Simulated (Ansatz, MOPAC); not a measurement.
Molecule: C$_{2}$H$_{8}$ClSi$_{2}$ (charge 0, doublet). SMILES: C[Si](C)[SiH2]Cl

Atoms: C1, Si2, C3, Si4, Cl5, H6, H7, H8, H9, H10, H11, H12, H13. Bonds: C1-Si2, C1-H6, C1-H7, C1-H8, Si2-C3, Si2-Si4, C3-H9, C3-H10, C3-H11, Si4-Cl5, Si4-H12, Si4-H13.

Bond lengths (Å) and angles (degrees) optimised at AM1 with MOPAC; HF/6-31G* with Ansatz (a quantum-chemistry and plane-wave program); B3LYP/6-31G* with Ansatz, each started from the B3LYP-D3(BJ)/def2-TZVP structure (Ansatz) of the last column. A row stands for all coordinates that are equal there; 11 of 29 kinds are shown. 6-31G* holds six Cartesian d functions.

| coordinate | AM1 | HF/6-31G* | B3LYP/6-31G* | B3LYP-D3(BJ)/def2-TZVP |
|---|---|---|---|---|
| C1-Si2 | 1.791 | 1.898 | 1.901 | 1.885 |
| C1-H6 | 1.117 | 1.086 | 1.096 | 1.092 |
| C1-H7 | 1.116 | 1.085 | 1.095 | 1.090 |
| C1-H8 | 1.117 | 1.088 | 1.098 | 1.094 |
| Si2-C3 | 1.793 | 1.902 | 1.904 | 1.888 |
| Si2-Si4 | 2.436 | 2.349 | 2.349 | 2.336 |
| C3-H11 | 1.116 | 1.086 | 1.095 | 1.091 |
| Si4-Cl5 | 2.067 | 2.087 | 2.101 | 2.085 |
| C1-Si2-C3 | 119.1 | 111.2 | 111.6 | 111.4 |
| C1-Si2-Si4 | 117.2 | 112.2 | 112.6 | 111.3 |
| C3-Si2-Si4 | 116.5 | 111.1 | 111.7 | 112.4 |

Mean signed difference of all 12 bond lengths from B3LYP-D3(BJ)/def2-TZVP: AM1 0.001 Å, HF/6-31G* -0.001 Å, B3LYP/6-31G* 0.008 Å.
